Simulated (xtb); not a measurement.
The multiplicity is imposed and other spin states were not computed.

The numbers are results of GFN2-xTB (xtb 6.7.1), not measurements.

```
xtb start.xyz --ohess tight --gfn 2 --chrg 0 --uhf 0 --iterations 400

# start.xyz
5

W      0.000000     0.000000     0.000000
O     -1.854814    -1.116840     0.451116
H     -2.468834    -1.221258    -0.291436
O      1.854812     1.116844    -0.451117
H      1.794312     1.744138    -1.187425
```

Output:

```
[...]
          :  accuracy                    1.0000000          :
          :  -> integral cutoff          0.2500000E+02      :
          :  -> integral neglect         0.1000000E-07      :
          :  -> SCF convergence          0.1000000E-05 Eh   :
          :  -> wf. convergence          0.1000000E-03 e    :
          :  Broyden damping             0.4000000          :
          :  net charge                          0          :
          :  unpaired electrons                  0          :
          ...................................................

 iter      E             dE          RMSdq      gap      omega  full diag
   1    -11.6156666 -0.116157E+02  0.524E-04    0.00       0.0  T
   2    -11.6156666  0.525980E-07  0.740E-03    0.00       6.0  T
   3    -11.6156666 -0.526844E-07  0.392E-04    0.00     114.0  T
   4    -11.6156666 -0.168644E-09  0.265E-05    0.00    1687.5  T

   *** convergence criteria satisfied after 4 iterations ***

         #    Occupation            Energy/Eh            Energy/eV
      -------------------------------------------------------------
         1        2.0000           -0.7246032             -19.7175
       ...           ...                  ...                  ...
         4        2.0000           -0.5624180             -15.3042
         5        2.0000           -0.5019653             -13.6592
         6        2.0000           -0.5019651             -13.6592
         7        2.0000           -0.4927429             -13.4082
         8        2.0000           -0.4927426             -13.4082
         9        2.0000           -0.3466412              -9.4326
        10        1.0000           -0.3188071              -8.6752 (HOMO)
        11        1.0000           -0.3188071              -8.6752 (LUMO)
        12                         -0.2448074              -6.6615
        13                         -0.2448062              -6.6615
        14                          0.0632560               1.7213
        15                          0.0666740               1.8143
       ...                                ...                  ...
        19                          0.6631742              18.0459
      -------------------------------------------------------------
                  HL-Gap            0.0000000 Eh            0.0000 eV
             Fermi-level           -0.3188071 Eh           -8.6752 eV


         :::::::::::::::::::::::::::::::::::::::::::::::::::::
         ::                     SUMMARY                     ::
         :::::::::::::::::::::::::::::::::::::::::::::::::::::
         :: total energy             -11.558095185271 Eh    ::
         :: gradient norm              0.000206533641 Eh/a0 ::
         :: HOMO-LUMO gap              0.000000000001 eV    ::
         ::.................................................::
         :: SCC energy               -11.615667332008 Eh    ::
         :: -> isotropic ES            0.033379128862 Eh    ::
         :: -> anisotropic ES          0.004375029741 Eh    ::
         :: -> anisotropic XC         -0.001838807097 Eh    ::
         :: -> dispersion             -0.001672478356 Eh    ::
         :: repulsion energy           0.057572146736 Eh    ::
         :: add. restraining           0.000000000000 Eh    ::
         :: total charge               0.000000000000 e     ::
         :::::::::::::::::::::::::::::::::::::::::::::::::::::

           -------------------------------------------------
          |                Numerical Hessian                |
           -------------------------------------------------
step length          :   0.00500
SCC accuracy         :   0.30000
Hessian scale factor :   1.00000
frozen atoms in %    :   0.00000    0
RMS gradient         :   0.00021
estimated CPU  time      0.00 min
estimated wall time      0.00 min

writing file <hessian>.

 vibrational frequencies (cm⁻¹)
eigval :        0.00     0.00     0.00     0.00     0.00   261.67
eigval :      261.71   527.95   528.11   565.12   565.26   646.34
eigval :      684.50  3468.60  3498.53
           -------------------------------------------------
          |                Property Printout                |
           -------------------------------------------------

    * Orbital Energies and Occupations

         #    Occupation            Energy/Eh            Energy/eV
      -------------------------------------------------------------
         1        2.0000           -0.7246033             -19.7175
         2        2.0000           -0.7224054             -19.6577
         3        2.0000           -0.5897944             -16.0491
         4        2.0000           -0.5624180             -15.3042
         5        2.0000           -0.5019653             -13.6592
         6        2.0000           -0.5019651             -13.6592
         7        2.0000           -0.4927430             -13.4082
         8        2.0000           -0.4927426             -13.4082
         9        2.0000           -0.3466412              -9.4326
        10        1.0000           -0.3188071              -8.6752 (HOMO)
        11        1.0000           -0.3188071              -8.6752 (LUMO)
        12                         -0.2448074              -6.6615
        13                         -0.2448062              -6.6615
        14                          0.0632560               1.7213
        15                          0.0666740               1.8143
        16                          0.0861157               2.3433
        17                          0.0861158               2.3433
        18                          0.6197574              16.8645
        19                          0.6631742              18.0459
      -------------------------------------------------------------
                  HL-Gap            0.0000000 Eh            0.0000 eV
             Fermi-level           -0.3188071 Eh           -8.6752 eV

     #   Z          covCN         q      C6AA      α(0)
     1  74 W        1.660    -0.004   546.099    51.541
     2   8 O        1.634    -0.313    19.253     5.923
Molecule has the following symmetry elements: (i) (Cinf) (C2) 2*(sigma)
It seems to be the Dinfh point group
     3   1 H        0.805     0.315     0.677     1.292
     4   8 O        1.634    -0.313    19.253     5.923
     5   1 H        0.805     0.315     0.677     1.292

 Mol. C6AA /au·bohr⁶  :       1111.462668
 Mol. C8AA /au·bohr⁸  :     115103.376419
 Mol. α(0) /au        :         65.970274

Wiberg/Mayer (AO) data.
largest (>0.10) Wiberg bond orders for each atom

 ---------------------------------------------------------------------------
     #   Z sym  total        # sym  WBO       # sym  WBO       # sym  WBO
 ---------------------------------------------------------------------------
     1  74 W    3.263 --     4 O    1.585     2 O    1.585
     2   8 O    2.531 --     1 W    1.585     3 H    0.851
     3   1 H    0.900 --     2 O    0.851
     4   8 O    2.531 --     1 W    1.585     5 H    0.851
     5   1 H    0.900 --     4 O    0.851
 ---------------------------------------------------------------------------

Topologies differ in total number of bonds
Writing topology from bond orders to xtbtopo.mol

molecular dipole:
                 x           y           z       tot (Debye)
 q only:       -0.000       0.000      -0.001
   full:       -0.000       0.000      -0.001       0.002
molecular quadrupole (traceless):
                xx          xy          yy          xz          yz          zz
 q only:        4.669       6.668      -0.235      -2.081      -1.453      -4.434
  q+dip:        6.650       9.490      -0.338      -2.959      -2.065      -6.312
   full:        6.934       9.895      -0.353      -3.085      -2.152      -6.581

           -------------------------------------------------
          |                Geometry Summary                 |
           -------------------------------------------------

      molecular mass/u    :      217.8564689
   center of mass at/Å    :       -0.1348312       0.1045522      -0.2956655
  moments of inertia/u·Å² :        0.3029242E-04   0.1123641E+03   0.1123641E+03
rotational constants/cm⁻¹ :        0.5564968E+06   0.1500269E+00   0.1500268E+00

 * 4 selected distances

     #   Z          #   Z                                           value/Å
     1  74 W        2   8 O                                       1.7456933 (max)
     2   8 O        3   1 H                                       0.9687264
     1  74 W        4   8 O                                       1.7456384
     4   8 O        5   1 H                                       0.9686816 (min)

 * 2 distinct bonds (by element types)

   Z      Z             #   av. dist./Å        max./Å        min./Å
   1 H    8 O           2     0.9687040     0.9687264     0.9686816
   8 O   74 W           2     1.7456658     1.7456933     1.7456384

           -------------------------------------------------
          |               Frequency Printout                |
           -------------------------------------------------
 vibrational frequencies (cm⁻¹)
eigval :        0.00     0.00     0.00     0.00     0.00   261.67
eigval :      261.71   527.95   528.11   565.12   565.26   646.34
eigval :      684.50  3468.60  3498.53
 reduced masses (amu)
   1: 15.52   2:156.03   3:157.50   4:156.00   5: 15.49   6: 37.05   7: 37.05   8:  2.99
   9:  2.99  10:  6.30  11:  6.30  12: 15.16  13: 41.48  14:  1.88  15:  1.84
 IR intensities (km·mol⁻¹)
   1:  0.00   2:  0.00   3:  0.00   4:  0.00   5:  0.00   6: 26.07   7: 26.04   8:  0.01
   9:  0.01  10:222.59  11:222.61  12:  0.00  13: 74.61  14: 68.93  15:  0.01
 Raman intensities (Ä⁴*amu⁻¹)
   1:  0.00   2:  0.00   3:  0.00   4:  0.00   5:  0.00   6:  0.00   7:  0.00   8:  0.00
   9:  0.00  10:  0.00  11:  0.00  12:  0.00  13:  0.00  14:  0.00  15:  0.00
 output can be read by thermo (or use thermo option).
 writing <g98.out> molden fake output.
 recommended (thermochemical) frequency scaling factor: 1.0
           -------------------------------------------------
          |             Thermodynamic Functions             |
           -------------------------------------------------

din symmetry found (for desy threshold:  0.10E+00) used in thermo

          ...................................................
          :                      SETUP                      :
          :.................................................:
          :  # frequencies                          10      :
          :  # imaginary freq.                       0      :
          :  linear?                              true      :
          :  only rotor calc.                    false      :
          :  symmetry                              din      :
          :  rotational number                       2      :
          :  scaling factor                  1.0000000      :
          :  rotor cutoff                   50.0000000 cm⁻¹ :
          :  imag. cutoff                  -20.0000000 cm⁻¹ :
          :.................................................:

    mode    ω/cm⁻¹     T·S(HO)/kcal·mol⁻¹    T·S(FR)/kcal·mol⁻¹   T·S(vib)
   ------------------------------------------------------------------------
       1    261.67    -0.49213 ( 99.87%)    -0.56600 (  0.13%)    -0.49223
       2    261.71    -0.49204 ( 99.87%)    -0.56595 (  0.13%)    -0.49214
   ------------------------------------------------------------------------

   temp. (K)  partition function   enthalpy   heat capacity  entropy
                                   cal/mol     cal/K/mol   cal/K/mol   J/K/mol
 298.15  VIB   2.85                 1232.762      9.868      6.214
         ROT   691.                  592.502      1.987     14.979
         INT  0.197E+04             1825.264     11.855     21.193
         TR   0.311E+28             1481.254      4.968     42.020
         TOT                        3306.5178    16.8231    63.2129   264.4829

       T/K    H(0)-H(T)+PV         H(T)/Eh          T*S/Eh         G(T)/Eh
   ------------------------------------------------------------------------
    298.15    0.526927E-02    0.303469E-01    0.300345E-01    0.312367E-03
   ------------------------------------------------------------------------

         :::::::::::::::::::::::::::::::::::::::::::::::::::::
         ::                  THERMODYNAMIC                  ::
         :::::::::::::::::::::::::::::::::::::::::::::::::::::
         :: total free energy         -11.557782818690 Eh   ::
         ::.................................................::
         :: total energy              -11.558095185271 Eh   ::
         :: zero point energy           0.025077597459 Eh   ::
         :: G(RRHO) w/o ZPVE           -0.024765230877 Eh   ::
         :: G(RRHO) contrib.            0.000312366581 Eh   ::
         :::::::::::::::::::::::::::::::::::::::::::::::::::::

optimized geometry written to: xtbopt.xyz

           -------------------------------------------------
          | TOTAL ENERGY              -11.558095185271 Eh   |
          | TOTAL ENTHALPY            -11.527748316249 Eh   |
          | TOTAL FREE ENERGY         -11.557782818690 Eh   |
          | GRADIENT NORM               0.000206534844 Eh/α |
          | HOMO-LUMO GAP               0.000000000000 eV   |
           -------------------------------------------------

------------------------------------------------------------------------
```

Cost: roughly 0.20 core-seconds.
